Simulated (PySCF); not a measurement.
B3LYP has the VWN-RPA correlation part, as in Gaussian. Excitations are Tamm–Dancoff values on a coarser integration grid. The basis has no diffuse functions, so Rydberg states are missing or too high.

Cartesian coordinates (Å):
SMILES: Br[Si](Br)(Cl)Cl
```xyz
5

Cl    -0.0381    -1.3320    -1.5658
Si    -0.0111    -0.0315     0.0011
Cl    -0.7710    -0.9582     1.6477
Br     2.0647     0.5922     0.4020
Br    -1.2445     1.7296    -0.4850
```
Charge 0, multiplicity 1.

Problem. Predict the S1 excitation (TDA), dipole moment and HOMO from B3LYP-D3(BJ)/def2-TZVP run with PySCF 2.14.0.

Solution. 
- S1 excitation (TDA) = 5.89 eV
- dipole moment = 0.023 e·Å
- HOMO = -8.54 eV
